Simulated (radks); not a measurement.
Values are calculated unless marked as measured or tabulated.
Task: Neutral copper: order these configurations by energy. Level of theory: non-relativistic Kohn-Sham, PBE, spin-polarised, spherical densities, point nucleus (a radial shooting solver on a logarithmic mesh with Libxc functionals). Open shells are filled with parallel spins first. [Ar] 3d10 4p1; [Ar] 3d10 4s1; [Ar] 3d9 4s1 4p1; [Ar] 3d9 4s2.

Result: From the lowest, in eV above it: [Ar] 3d10 4s1 0.000; [Ar] 3d9 4s2 2.376; [Ar] 3d10 4p1 4.009; [Ar] 3d9 4s1 4p1 6.163.
